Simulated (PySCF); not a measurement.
# What a mistake does to a calculation on BCH6Si2 cation

These are calculations, not measurements. They come from PySCF 2.14.0, an open-source quantum chemistry program, on an isolated molecule that a program drew, which may never have been made. The molecule is BCH6Si2 cation (charge +1, singlet), drawn as the SMILES string `C=B[SiH+][SiH3]`.

Each row is a Hartree-Fock (HF) and frozen-core CCSD(T) single point in the cc-pV(D+d)Z basis, meant for a local HF minimum. Run 1 is clean. Each other run has one planted mistake out of seven kinds, and not every kind appears here: one electron removed, one electron added, multiplicity raised by two, geometry at a saddle point, minimal basis STO-3G, one bond length entered in bohr, all coordinates scaled. The reference is restricted for singlets and unrestricted otherwise, and also for a bond in bohr. Adding or removing an electron swaps singlet and doublet. Electrons count all cores. HOMO and LUMO are orbital energies over both spins, the gradient is its largest component, and the lowest frequency (negative if imaginary) is given only where the gradient is small. Bond lengths are over the 9 bonds as drawn. T1 is the CCSD diagnostic: over 0.02 (restricted) or 0.045 (unrestricted) a single reference is doubtful.

Geometry of the clean run:
```xyz
10
BCH6Si2 cation, angstrom
C     1.6913   -2.3301   -1.4676
B     1.0450   -1.1594   -1.0558
Si    0.1713    0.4624   -0.5208
Si    0.2155    2.5398   -1.7299
H     2.2712   -2.3804   -2.3850
H     1.6453   -3.2491   -0.8897
H    -0.5639    0.3339    0.7472
H     1.0336    2.2856   -2.9232
H    -1.2020    2.8070   -2.0168
H     0.8169    3.4853   -0.7772
```

```
run  electrons  basis functions  <S^2>  HOMO (eV)  LUMO (eV)  gradient (hartree/bohr)  lowest frequency (cm^-1)  mean bond (Å)  longest bond (Å)      T1  HF (hartree)  CCSD(T) (hartree)                     mistake
  1         44              104  0.000     -13.95      -5.50                  1.5e-05                        53         1.5307             2.404  0.0202    -643.57766         -644.04087                    no fault
  2         44               34  0.000     -12.19      -2.09                  4.5e-02                         -         1.5307             2.404  0.0139    -636.20734         -636.44889        minimal basis STO-3G
  3         44              104  2.022     -12.91      -5.74                  6.5e-02                         -         1.5307             2.404  0.0161    -643.55677         -643.98043  multiplicity raised by two
  4         44              104  0.000     -14.37      -5.50                  3.0e-02                         -         1.4726             2.313  0.0192    -643.56303         -644.02119                           ?
```

**Which mistake was planted in run 4, and what did it cost?**

The mean and the longest bond both change by the same factor, 0.962, and the gradient is no longer small. So the mistake is: all coordinates scaled. Subtracting run 1 and multiplying by 627.51 kcal/mol a hartree, the energy moved by 9.2 kcal/mol in HF and 12.3 kcal/mol in CCSD(T).

Cautions from the logs. Run 1: T1 is over the limit, so its CCSD(T) energy is less reliable.
